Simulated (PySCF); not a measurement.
## C3H4ClNSi: core ionisation energies

C3H4ClNSi.
Structure used (GFN2-xTB), in Å, numbered top down from 1:
```xyz
10
C3H4ClNSi angstrom
C      1.6886   -0.1272    0.4298
C      0.3981   -0.1447    0.1315
C     -0.4159   -1.1577   -0.5315
N     -1.5938   -0.6695   -0.7094
Si    -1.2178    0.8864    0.1049
Cl    -1.2917    2.5116   -1.0650
H      2.1560    0.7256    0.8940
H      2.3312   -0.9686    0.2136
H     -0.1352   -2.1513   -0.8503
H     -1.9107    1.0998    1.3599
```

Computed with delta-SCF UKS SCAN, pcX-2 on the ionised atom, pcseg-1 elsewhere, spin-free X2C (PySCF). Each binding energy is the total energy of the core-ionised species, with the hole localised on one atom, minus that of the ground state; both are solved self-consistently, so orbital relaxation is included.

Task: What binding energy does each computed site have?

Result: 
```json
{"atom(s)": "Si5", "bonded to": "Cl, N, C and H", "level": "Si 2p3/2", "binding energy (eV)": "107.86", "2p1/2 (eV)": "108.48", "above the level's lowest (eV)": "0.00", "count": "1"}
{"atom(s)": "Cl6", "bonded to": "Si", "level": "Cl 2p3/2", "binding energy (eV)": "206.40", "2p1/2 (eV)": "208.05", "above the level's lowest (eV)": "0.00", "count": "1"}
{"atom(s)": "C2", "bonded to": "C (double bond), C and Si", "level": "C 1s", "binding energy (eV)": "290.50", "2p1/2 (eV)": "–", "above the level's lowest (eV)": "0.00", "count": "1"}
{"atom(s)": "C1", "bonded to": "C (double bond) and 2 H", "level": "C 1s", "binding energy (eV)": "290.55", "2p1/2 (eV)": "–", "above the level's lowest (eV)": "+0.05", "count": "1"}
{"atom(s)": "C3", "bonded to": "N (double bond), C and H", "level": "C 1s", "binding energy (eV)": "292.11", "2p1/2 (eV)": "–", "above the level's lowest (eV)": "+1.61", "count": "1"}
{"atom(s)": "N4", "bonded to": "C (double bond) and Si", "level": "N 1s", "binding energy (eV)": "403.79", "2p1/2 (eV)": "–", "above the level's lowest (eV)": "0.00", "count": "1"}
{"atom(s)": "Si5", "bonded to": "Cl, N, C and H", "level": "Si 1s", "binding energy (eV)": "1847.79", "2p1/2 (eV)": "–", "above the level's lowest (eV)": "0.00", "count": "1"}
{"atom(s)": "Cl6", "bonded to": "Si", "level": "Cl 1s", "binding energy (eV)": "2828.97", "2p1/2 (eV)": "–", "above the level's lowest (eV)": "0.00", "count": "1"}
```

The listed C 1s values span 1.61 eV, from C2 (bonded to C (double bond), C and Si) to C3 (bonded to N (double bond), C and H). The values 290.50 and 290.55 eV lie too close for their order to be trusted.

Task: Which effective nuclear charge Zeff reproduces each element's mean 1s value in the hydrogen-like formula E = 13.606 eV × Zeff²?

Result: C (Z = 6): mean 291.1 eV, Zeff = 4.63, Z − Zeff = 1.37; N (Z = 7): mean 403.8 eV, Zeff = 5.45, Z − Zeff = 1.55; Si (Z = 14): mean 1847.8 eV, Zeff = 11.65, Z − Zeff = 2.35; Cl (Z = 17): mean 2829.0 eV, Zeff = 14.42, Z − Zeff = 2.58. Means run over the listed sites, weighted by atom count.

Task: Which photon energy gives electrons from N 1s of N4 a kinetic energy of 20 eV, and what is their de Broglie wavelength?

Result: hν = 403.79 + 20 = 423.79 eV, recoil neglected; λ = 12.264 Å/√(E/eV) = 2.74 Å.

Spin contamination (⟨S²⟩ against 0.75 for a pure doublet) is marked for C 1s of C3 (0.95), which makes this value less certain. Spin–orbit coupling isn't in the SCF: each 2p doublet comes from a relaxed spin-free hole plus a matrix of the shell (mean-field spin–orbit coupling and the ground-state 2p splitting), with 2p3/2 averaged over its two sublevels. 2p1/2 minus 2p3/2 (ligand field included): Si 0.63 eV, Cl 1.65 eV. Geometry: GFN2-xTB; no solvent, vibrations or thermal averaging.
